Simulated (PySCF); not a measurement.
# Electron correlation in Al⁺ (aluminium, charge +1)

[Ne] 3d2, high-spin 3F determinant (an excited configuration). All numbers are calculated (PySCF 2.14, the non-relativistic Hamiltonian (point nucleus), in dyall-av2z (13s9p2d, 50 functions)). Frozen: [Ne]; 2 electrons correlated; the 15 highest virtual orbitals of each spin left out.

With two correlated electrons CCSD is exact within the correlated space (frozen core and kept virtual orbitals).

```
level  correlation energy (mhartree)
 CCSD                          -1.08
```

Diagnostics: T1 = 0.00035, D1 = 0.0005, largest double amplitude 0.049.

Is a single reference adequate?

Yes: T1 lies below 0.03 and no double amplitude reaches 0.07.
